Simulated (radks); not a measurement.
The numbers below are computed, except where a source is named.
Valence configurations of Hg I. Level of theory: scalar-relativistic Kohn-Sham, PBE, spin-unpolarised, spherical densities, finite nucleus; Fermi nuclear charge, rms radius 5.4648 fm (a radial shooting solver on a logarithmic mesh with Libxc functionals). Energies are relative to [Hg]; eigenvalues in eV.

valence                     E (eV)    e(4f)    e(5d)   e(6p)    e(6s)
[Hg]                         0.000  -95.902   -9.866       -   -6.811
[Xe] 4f14 5d10 6s1.5 6p0.5   2.944  -97.089  -11.024  -1.625   -7.663
[Xe] 4f14 5d9.5 6s2 6p0.5    4.796  -98.783  -12.163  -1.781   -8.117
[Xe] 4f14 5d10 6s1 6p1       6.031  -98.137  -12.036  -2.078   -8.383
[Xe] 4f14 5d9.5 6s1.5 6p1    8.029  -99.822  -13.158  -2.228   -8.820
[Xe] 4f14 5d10 6s0.5 6p1.5   9.241  -99.102  -12.958  -2.490   -9.023
[Xe] 4f14 5d10 6p2          12.558  -100.01  -13.818  -2.870        -
[Xe] 4f13.5 5d10 6s2 6p0.5  49.470  -104.75  -12.765  -1.769   -8.146
[Xe] 4f12 5d10 6s2 6p2      223.02  -132.10  -21.427  -3.495  -11.596
[Xe] 4f11 5d10 6s2 6p3      360.59  -151.14  -27.386  -4.550  -13.708

NIST lists [Hg] as the ground configuration; this level of theory agrees among the configurations tried. The energies are those of spherical spin-averaged densities, not of single terms.
